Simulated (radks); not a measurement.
Question: Numerical settings for neutral hafnium, [Xe] 4f14 5d2 6s2. All-electron calculation, scalar-relativistic Kohn-Sham, PBEsol, spin-polarised, spherical densities, finite nucleus; open shells are filled with parallel spins first (spin-orbit coupling, left out, can overturn this in heavy ions); Fermi nuclear charge, rms radius 5.347 fm. Program: a radial shooting solver on a logarithmic mesh with Libxc functionals. The defaults (mesh step 0.008 in ln r, mesh end at 40 bohr or more with all orbitals vanishing there, Anderson mixing 0.5 over 9 steps, residual threshold near 1e-9 with the energy settled to 1e-9 hartree or 1e-11 of itself, here a cap of 76 iterations) give E = -15071.6285 hartree and 5d at -3.131 eV in 16 iterations. Run on one thread of a shared host, so times are rough (Arm Neoverse N1): 0.41 s of CPU time, 0.41 s wall, 16 iterations on 2440 mesh points. One setting is changed at a time: mesh step in ln r 0.05; mesh step in ln r 0.2; mesh step in ln r 0.012; mesh end (bohr) 400; mesh end (bohr) 20; residual threshold 1e-16; residual threshold 0.1; mixing 0.2; linear mixing, mixing 0.2; linear mixing, mixing 0.05; mixing history 2; iteration cap 8. Which runs fail to converge, and which converge to a wrong energy?

Answer: Not converged within the cap: mesh step in ln r 0.2; residual threshold 1e-16; linear mixing, mixing 0.2; linear mixing, mixing 0.05; iteration cap 8. No run marked as converged misses the energy by more than 1 mhartree.
